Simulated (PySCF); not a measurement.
Excitations are Tamm–Dancoff values on a coarser integration grid. The basis has no diffuse functions, so Rydberg states are missing or too high.

**HF$_{3}$Si, SMILES `F[SiH](F)F` (charge 0, multiplicity 1)**

These are PBE-D3(BJ)/def2-TZVP // B3LYP-D3(BJ)/def2-TZVP in PySCF values and carry that method's errors.

The HOMO is -9.57 eV and the dipole moment is 1.23 D. The LUMO comes out as 0.12 eV. The HOMO–LUMO gap is 9.69 eV and the S1 excitation (TDA) is 10.06 eV. The S1 oscillator strength comes out as 0.067 and the brightest of the four lowest singlets (TDA) is 10.38 eV. The T1 excitation (TDA) comes out as 9.20 eV and the S1–T1 gap (TDA) is 0.87 eV. The total energy comes out as -16042.21 eV. The cost is very roughly 30 core-seconds.

```xyz
5

F     -0.5773     1.4007    -0.3905
Si     0.0012    -0.0033     0.0421
F     -0.9152    -1.1296    -0.5780
F      1.4502    -0.1517    -0.5670
H      0.0411    -0.1162     1.4933
```
Charge 0, spin multiplicity 1.
